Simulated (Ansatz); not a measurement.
Computed with Ansatz on PBE0-D4/def2-TZVP structures; ΔE is electronic, products minus reactants. CCSD(T)/CBS is the MP2 limit (def2-TZVPP, def2-QZVPP) plus CCSD(T) − MP2 in def2-TZVPP, frozen cores. This one scheme is used for every species. Functionals use def2-TZVPP. For Ge outer-core shells are correlated without core-valence functions, which leaves a few kJ/mol of doubt a bond. Scalar relativity is left out up to krypton. One conformer a species, not always the lowest.

Reaction (ligand exchange at the Si–C bond): `O[SiH2]C[SiH2]O` + `[OH][GeH3]` → `O[SiH2][O][GeH3]` + `C[SiH2]O`

`O[SiH2]C[SiH2]O`:

```xyz
13

O    -0.942    1.551    1.260
Si    0.091    1.662   -0.013
C     1.096    0.088   -0.177
Si    0.051   -1.423   -0.420
O    -1.215   -1.270    0.652
H    -1.357    0.683    1.335
H    -0.629    1.881   -1.302
H     0.964    2.834    0.245
H     1.712   -0.032    0.720
H     1.774    0.183   -1.034
H    -0.472   -1.489   -1.813
H     0.785   -2.689   -0.144
H    -1.858   -1.978    0.690
```

`[OH][GeH3]`:

```xyz
6

O    -0.518    0.177   -1.258
Ge   -0.015   -0.046    0.438
H     0.224    0.182   -1.866
H    -1.326   -0.024    1.227
H     0.919    1.104    0.863
H     0.716   -1.393    0.596
```

`O[SiH2][O][GeH3]`:

```xyz
10

O    -0.563    1.600   -1.312
Si   -1.038    0.085   -0.887
O     0.150   -0.780   -0.188
Ge    1.072   -0.584    1.321
H     0.050    1.686   -2.044
H    -1.460   -0.687   -2.082
H    -2.155    0.310    0.062
H     2.304    0.280    1.015
H     1.474   -2.001    1.748
H     0.166    0.089    2.366
```

`C[SiH2]O`:

```xyz
9

C    -0.228    0.790    0.837
Si    0.514   -0.437   -0.353
O    -0.620   -1.422   -1.040
H     0.560    1.389    1.302
H    -0.781    0.280    1.629
H    -0.911    1.476    0.329
H     1.440   -1.355    0.355
H     1.266    0.306   -1.406
H    -1.239   -1.027   -1.654
```

```json
{"level": "r2SCAN-D4", "ΔE (kcal/mol)": "-24.7"}
{"level": "PBE0", "ΔE (kcal/mol)": "-23.8"}
{"level": "CCSD/def2-TZVPP", "ΔE (kcal/mol)": "-26.3"}
{"level": "CCSD(T)/def2-TZVPP", "ΔE (kcal/mol)": "-25.5"}
```

What does CCSD(T)/CBS give? (An estimate is asked.)

The calculation gave: -25.4 kcal/mol. The listed levels differ from it by 0.7, 1.6, -0.9, -0.1 kcal/mol.

Largest T1 diagnostic among the species: 0.012.

From PBE to PBE0 (25 % exact exchange), in def2-TZVPP and without D4, ΔE moves by −0.9 kcal/mol. The D4 term adds +1.5 kcal/mol with B3LYP and +0.8 kcal/mol with PBE0; it sums over pairs of atoms, weighted by their polarisabilities, and B3LYP, whose exchange is more repulsive, gets the larger term.

B3LYP here is the variant with VWN-RPA as its local correlation; programs differ in this.
